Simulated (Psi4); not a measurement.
Psi4 was given this input:
```
memory 2 GB

molecule mol {
0 2
C     3.042965    0.208873   -0.768064
C     2.324881   -0.743452    0.183543
O     1.103180   -0.220898    0.638197
B    -0.005917   -0.033382   -0.124088
O    -1.047151    0.537008    0.536839
C    -2.316504    0.790713   -0.007864
C    -3.093262   -0.492640   -0.286747
H     2.430966    0.376101   -1.652017
H     3.213553    1.164657   -0.279293
H     3.998297   -0.213333   -1.067754
H     2.936895   -0.913446    1.076355
H     2.161296   -1.709810   -0.314931
H    -2.850756    1.399426    0.730117
H    -2.220917    1.373435   -0.935433
H    -2.558304   -1.094523   -1.018483
H    -3.196935   -1.070903    0.627794
H    -4.081226   -0.254540   -0.671411
}

set {
  basis def2-sv(p)
  reference uks
}

energy('b3lyp')
print_variables()
```

**Question.** What <S^2> does Psi4 with B3LYP/def2-SV(P) give?

**Answer.** 0.752

**Question.** Predict the nuclear repulsion energy from B3LYP/def2-SV(P).

**Answer.** 287.4969 Eh

**Question.** Estimate the total energy that B3LYP/def2-SV(P) returns for this input.

**Answer.** -333.4932 Eh

**Question.** What is the computed number of basis functions (B3LYP/def2-SV(P))?

**Answer.** 118

These values belong to the state on which the SCF converged, which isn't shown to be the lowest.

**Question.** Roughly what does it cost on one core?

**Answer.** about 40 core-seconds (a rough figure).
